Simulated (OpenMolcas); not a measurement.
# C4H11As (tert-butylarsine): the vertical ionisation energy, rung by rung

C4H11As: 16 atoms, total charge 0, spin state singlet. SMILES: `CC(C)(C)[AsH2]`. Geometry: relaxed at PBE0-D4/def2-TZVP. This is one conformer, not always the lowest.

| atom | x (Å) | y (Å) | z (Å) |
| --- | --- | --- | --- |
| C | -0.7179 | 0.5399 | -1.0814 |
| C | 0.0549 | -0.0415 | 0.0912 |
| C | 1.4850 | 0.4833 | 0.0948 |
| C | 0.0551 | -1.5634 | 0.0222 |
| As | -0.7582 | 0.4642 | 1.8482 |
| H | -0.7388 | 1.6315 | -1.0468 |
| H | -0.2457 | 0.2435 | -2.0265 |
| H | -1.7504 | 0.1838 | -1.0980 |
| H | 2.0613 | 0.0839 | 0.9334 |
| H | 1.5136 | 1.5748 | 0.1530 |
| H | 1.9939 | 0.1878 | -0.8297 |
| H | -0.9609 | -1.9672 | 0.0270 |
| H | 0.6003 | -2.0070 | 0.8594 |
| H | 0.5388 | -1.8954 | -0.9034 |
| H | -0.9373 | 1.9406 | 1.5100 |
| H | -2.1937 | 0.1412 | 1.4465 |

Quantity: the vertical ionisation energy (to the doublet cation), in eV. The values are calculated.

| level | kind | program | value (eV) | CPU time (all runs) |
| --- | --- | --- | --- | --- |
| HF/6-31G* (spherical functions) | Hartree–Fock | OpenMolcas | 8.21 | 42 s |
| PBE/6-31G* (spherical functions) | GGA | OpenMolcas | 8.76 | 3.7 min |
| revPBE/6-31G* (spherical functions) | GGA | OpenMolcas | 8.70 | 3.5 min |
| M06-L/6-31G* (spherical functions) | meta-GGA | OpenMolcas | 8.79 | 4.9 min |
| r2SCAN/6-31G* (spherical functions) | meta-GGA | OpenMolcas | 8.87 | 4.9 min |
| B3LYP/6-31G* (spherical functions) | global hybrid | OpenMolcas | 8.95 | 3.5 min |
| BHLYP/6-31G* (spherical functions) | global hybrid | OpenMolcas | 8.95 | 3.7 min |
| M06-2X/6-31G* (spherical functions) | hybrid meta-GGA | OpenMolcas | ? | 4.7 min |

(1) Estimate the missing values from the other rows.

Answers

(1) As computed at these levels: M06-2X/6-31G* (spherical functions): 8.89 eV. All-electron rows without a relativistic Hamiltonian named are non-relativistic. The values span 8.21 to 8.95 eV. Times are those of the runs behind each value, whatever else they computed, on shared processors of several kinds: orders of magnitude only.
